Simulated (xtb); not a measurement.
Input for xtb: GFN2-xTB on C3H9Al (SMILES [CH3][Al]([CH3])[CH3]).

```
$ xtb mol.xyz --gfn 2 --sp --chrg 0 --uhf 0
13

Al    -0.00000170    -0.00000868     0.00289802
C      1.96189207     0.01616522     0.00097689
H      2.38740141     1.02188642     0.01798293
H      2.35993512    -0.52774711     0.86418891
H      2.35577517    -0.49499832    -0.88408208
C     -0.99494529     1.69095415     0.00096739
H     -0.74935988     2.28752932    -0.88421591
H     -2.07868117     1.55663060     0.01818468
H     -0.72274798     2.30773390     0.86404498
C     -0.96696449    -1.70712857     0.00093656
H     -1.63715457    -1.77981549     0.86405617
H     -1.60646211    -1.79267745    -0.88421158
H     -0.30878659    -2.57852400     0.01807303
```

Output:

```
[...]
           -------------------------------------------------
          |                Calculation Setup                |
           -------------------------------------------------



           -------------------------------------------------
          |                 G F N 2 - x T B                 |
           -------------------------------------------------

        Reference                      10.1021/acs.jctc.8b01176
      * Hamiltonian:
        H0-scaling (s, p, d)           1.850000    2.230000    2.230000
        zeta-weighting                 0.500000
      * Dispersion:
        s8                             2.700000
        a1                             0.520000
        a2                             5.000000
        s9                             5.000000
      * Repulsion:
        kExp                           1.500000    1.000000
        rExp                           1.000000
      * Coulomb:
        alpha                          2.000000
        third order                    shell-resolved
        anisotropic                    true
        a3                             3.000000
        a5                             4.000000
        cn-shift                       1.200000
        cn-exp                         4.000000
        max-rad                        5.000000


          ...................................................
          :                      SETUP                      :
          :.................................................:
          :  # basis functions                  31          :
          :  # atomic orbitals                  30          :
          :  # shells                           18          :
          :  # electrons                        24          :
          :  max. iterations                   250          :
          :  Hamiltonian                  GFN2-xTB          :
          :  restarted?                      false          :
          :  GBSA solvation                  false          :
          :  PC potential                    false          :
          :  electronic temp.          300.0000000     K    :
          :  accuracy                    1.0000000          :
          :  -> integral cutoff          0.2500000E+02      :
          :  -> integral neglect         0.1000000E-07      :
          :  -> SCF convergence          0.1000000E-05 Eh   :
          :  -> wf. convergence          0.1000000E-03 e    :
          :  Broyden damping             0.4000000          :
          :  net charge                          0          :
          :  unpaired electrons                  0          :
          ...................................................

 iter      E             dE          RMSdq      gap      omega  full diag
   1    -12.1869616 -0.121870E+02  0.143E+01    4.77       0.0  T
   2    -12.2065962 -0.196346E-01  0.881E+00    4.75       1.0  T
   3    -12.2054384  0.115789E-02  0.111E+00    4.47       1.0  T
   4    -12.2097852 -0.434681E-02  0.675E-01    4.90       1.0  T
   5    -12.2126247 -0.283950E-02  0.498E-01    4.74       1.0  T
   6    -12.2125803  0.443888E-04  0.103E-01    4.71       1.0  T
   7    -12.2126190 -0.387273E-04  0.567E-02    4.76       1.0  T
   8    -12.2126556 -0.366272E-04  0.885E-03    4.74       3.1  T
   9    -12.2126562 -0.602720E-06  0.780E-04    4.74      35.5  T
  10    -12.2126562  0.280918E-09  0.554E-04    4.74      50.0  T

   *** convergence criteria satisfied after 10 iterations ***

         #    Occupation            Energy/Eh            Energy/eV
      -------------------------------------------------------------
         1        2.0000           -0.5631699             -15.3246
       ...           ...                  ...                  ...
         6        2.0000           -0.4480240             -12.1914
         7        2.0000           -0.4480234             -12.1913
         8        2.0000           -0.4476983             -12.1825
         9        2.0000           -0.4440496             -12.0832
        10        2.0000           -0.4412057             -12.0058
        11        2.0000           -0.3601372              -9.7998
        12        2.0000           -0.3601365              -9.7998 (HOMO)
        13                         -0.1860459              -5.0626 (LUMO)
        14                         -0.1493382              -4.0637
        15                         -0.0443755              -1.2075
        16                         -0.0443727              -1.2074
        17                         -0.0008159              -0.0222
       ...                                ...                  ...
        30                          0.7928708              21.5751
      -------------------------------------------------------------
                  HL-Gap            0.1740906 Eh            4.7372 eV
             Fermi-level           -0.2730912 Eh           -7.4312 eV

 SCC (total)                   0 d,  0 h,  0 min,  0.004 sec
 SCC setup                      ...        0 min,  0.000 sec (  1.802%)
 Dispersion                     ...        0 min,  0.000 sec (  1.111%)
 classical contributions        ...        0 min,  0.000 sec (  0.362%)
 integral evaluation            ...        0 min,  0.001 sec ( 18.128%)
 iterations                     ...        0 min,  0.002 sec ( 46.054%)
 molecular gradient             ...        0 min,  0.001 sec ( 30.661%)
 printout                       ...        0 min,  0.000 sec (  1.681%)

         :::::::::::::::::::::::::::::::::::::::::::::::::::::
         ::                     SUMMARY                     ::
         :::::::::::::::::::::::::::::::::::::::::::::::::::::
         :: total energy             -12.030100139436 Eh    ::
         :: gradient norm              0.010630150504 Eh/a0 ::
         :: HOMO-LUMO gap              4.737245336835 eV    ::
         ::.................................................::
         :: SCC energy               -12.212635859763 Eh    ::
         :: -> isotropic ES            0.030957217188 Eh    ::
         :: -> anisotropic ES          0.003900151781 Eh    ::
         :: -> anisotropic XC          0.001071250098 Eh    ::
         :: -> dispersion             -0.005130353792 Eh    ::
         :: repulsion energy           0.182535720327 Eh    ::
         :: add. restraining           0.000000000000 Eh    ::
         :: total charge               0.000000000000 e     ::
         :::::::::::::::::::::::::::::::::::::::::::::::::::::

           -------------------------------------------------
          |                Property Printout                |
           -------------------------------------------------

    * Orbital Energies and Occupations

         #    Occupation            Energy/Eh            Energy/eV
      -------------------------------------------------------------
         1        2.0000           -0.5631699             -15.3246
         2        2.0000           -0.5537099             -15.0672
         3        2.0000           -0.5537092             -15.0672
         4        2.0000           -0.4511529             -12.2765
         5        2.0000           -0.4511521             -12.2765
         6        2.0000           -0.4480240             -12.1914
         7        2.0000           -0.4480234             -12.1913
         8        2.0000           -0.4476983             -12.1825
         9        2.0000           -0.4440496             -12.0832
        10        2.0000           -0.4412057             -12.0058
        11        2.0000           -0.3601372              -9.7998
        12        2.0000           -0.3601365              -9.7998 (HOMO)
        13                         -0.1860459              -5.0626 (LUMO)
        14                         -0.1493382              -4.0637
        15                         -0.0443755              -1.2075
        16                         -0.0443727              -1.2074
        17                         -0.0008159              -0.0222
        18                         -0.0008146              -0.0222
        19                          0.1664441               4.5292
        20                          0.2092199               5.6932
        21                          0.2092210               5.6932
        22                          0.2292506               6.2382
        23                          0.2358196               6.4170
       ...                                ...                  ...
        30                          0.7928708              21.5751
      -------------------------------------------------------------
                  HL-Gap            0.1740906 Eh            4.7372 eV
             Fermi-level           -0.2730912 Eh           -7.4312 eV

     #   Z          covCN         q      C6AA      α(0)
     1  13 Al       2.522     0.241    98.159    20.334
     2   6 C        3.612    -0.217    25.422     7.279
     3   1 H        0.924     0.049     2.332     2.388
     4   1 H        0.924     0.044     2.396     2.421
     5   1 H        0.924     0.044     2.400     2.423
     6   6 C        3.612    -0.217    25.422     7.279
     7   1 H        0.924     0.044     2.400     2.423
     8   1 H        0.924     0.049     2.332     2.388
     9   1 H        0.924     0.044     2.396     2.421
    10   6 C        3.612    -0.217    25.422     7.279
    11   1 H        0.924     0.044     2.396     2.421
    12   1 H        0.924     0.044     2.400     2.423
    13   1 H        0.924     0.049     2.332     2.388

 Mol. C6AA /au·bohr⁶  :       1478.981247
 Mol. C8AA /au·bohr⁸  :      49794.451269
 Mol. α(0) /au        :         63.865167


Wiberg/Mayer (AO) data.
largest (>0.10) Wiberg bond orders for each atom

 ---------------------------------------------------------------------------
     #   Z sym  total        # sym  WBO       # sym  WBO       # sym  WBO
 ---------------------------------------------------------------------------
     1  13 Al   3.685 --     2 C    1.022     6 C    1.022    10 C    1.022
     2   6 C    3.907 --     1 Al   1.022     3 H    0.926     5 H    0.924
                             4 H    0.924
     3   1 H    0.998 --     2 C    0.926
     4   1 H    0.998 --     2 C    0.924
     5   1 H    0.998 --     2 C    0.924
     6   6 C    3.907 --     1 Al   1.022     8 H    0.926     7 H    0.924
                             9 H    0.924
     7   1 H    0.998 --     6 C    0.924
     8   1 H    0.998 --     6 C    0.926
     9   1 H    0.998 --     6 C    0.924
    10   6 C    3.907 --     1 Al   1.022    13 H    0.926    12 H    0.924
                            11 H    0.924
    11   1 H    0.998 --    10 C    0.924
    12   1 H    0.998 --    10 C    0.924
    13   1 H    0.998 --    10 C    0.926
 ---------------------------------------------------------------------------

Topologies differ in total number of bonds
Writing topology from bond orders to xtbtopo.mol

molecular dipole:
                 x           y           z       tot (Debye)
 q only:        0.000       0.000       0.002
   full:       -0.000       0.000      -0.001       0.003
molecular quadrupole (traceless):
                xx          xy          yy          xz          yz          zz
 q only:       -0.344       0.000      -0.344      -0.000       0.000       0.688
  q+dip:        1.066       0.000       1.066       0.000       0.000      -2.133
   full:       -1.088       0.000      -1.088       0.000      -0.000       2.177


           -------------------------------------------------
          | TOTAL ENERGY              -12.030100139436 Eh   |
          | GRADIENT NORM               0.010630150504 Eh/α |
          | HOMO-LUMO GAP               4.737245336835 eV   |
           -------------------------------------------------

------------------------------------------------------------------------
Note: The following floating-point exceptions are signalling: IEEE_UNDERFLOW_FLAG IEEE_DENORMAL
normal termination of xtb
------------------------------------------------------------------------
 total:
 SCF:
```

The run finished.

Cost: about 0.020 core-seconds (a rough figure).
